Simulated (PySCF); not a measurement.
An unknown is described by computed data only.

Formula: C3H8Cl3NSi.

| Property | Result |
| --- | --- |
| UV, strongest line | among the 10 lowest singlet transitions: S4 at 6.92 eV (179 nm, f = 0.074) [TDDFT B3LYP/def2-SVPD] |
| XPS | Si2p3/2 109.2, Cl2p3/2 206.1 (×3), C1s 290.8, C1s 291.9, C1s 292.0, N1s 405.0, Si1s 1849.4, Cl1s 2828.6 (×3) eV [ΔSCF SCAN, pcX-2 on the ionised atom, pcseg-1 elsewhere, spin-free X2C, 2p3/2 from a spin–orbit splitting computed afterwards within the 2p shell] |
| 13C NMR | chemical shifts (computed TMS as zero) by class: 49.6 (1 C), 34.6 (1 C), 15.1 (1 C) ppm [GIAO KT2/pcSseg-1] |
| Valence photoelectron | vertical ionisation energy: 8.94 eV [ΔSCF B3LYP/def2-SVPD] |
| Triplet | lowest triplet excitation (Tamm–Dancoff): 5.40 eV [TDA B3LYP/def2-SVPD] |
| Polarisability | 109.1 au [B3LYP/def2-SVPD] |
| UV, first state | lowest singlet excitation: 5.58 eV (222 nm, f = 0.007) [TDDFT B3LYP/def2-SVPD] |
| Rotational structure | rotational constants A, B, C: 1.101, 0.794, 0.734 GHz [PBE0-D3(BJ)/def2-SVP] |
| NMR, other nuclei | isotropic shieldings of nuclei other than C and H, by class: 184 (1 N), 366 (1 Si), 778 (3 Cl) ppm [GIAO KT2/pcSseg-1] |

Gas-phase values; electronic properties from PySCF, density fitting. Levels stand in brackets. The structure is a single PBE0-D3(BJ)/def2-SVP conformer in the gas phase; no vibrational or solvent corrections. Each NMR value is the plain mean over a class of atoms that symmetry, rotation or inversion makes alike.

Problem. What is the compound? Reason from the data.

Solution. 3 carbons fall into 3 classes; from least to most shielded: carbon bonded to C, N and 2 H (49.6 ppm), carbon bonded to N and 3 H (34.6 ppm), carbon bonded to C and 3 H (15.1 ppm). The other shieldings belong to: 184 ppm, nitrogen bonded to 2 C and Si; 366 ppm, silicon bonded to 3 Cl and N; 778 ppm, chlorine bonded to Si. The core levels belong to: Si2p3/2 109.2 eV, silicon bonded to 3 Cl and N; Cl2p3/2 206.1 eV, chlorine bonded to Si; C1s 290.8 eV, carbon bonded to C and 3 H; C1s 291.9 eV, carbon bonded to C, N and 2 H; C1s 292.0 eV, carbon bonded to N and 3 H; N1s 405.0 eV, nitrogen bonded to 2 C and Si; Si1s 1849.4 eV, silicon bonded to 3 Cl and N; Cl1s 2828.6 eV, chlorine bonded to Si. One atom of each topological class was ionised and stands for its class. The optimised geometry has point group C1 and is an asymmetric top. Structure: Si(NMeEt)Cl3, `CN([Si](Cl)(Cl)Cl)CC`. The assignments are read from this structure; whether some other isomer fits the data as well wasn't checked.
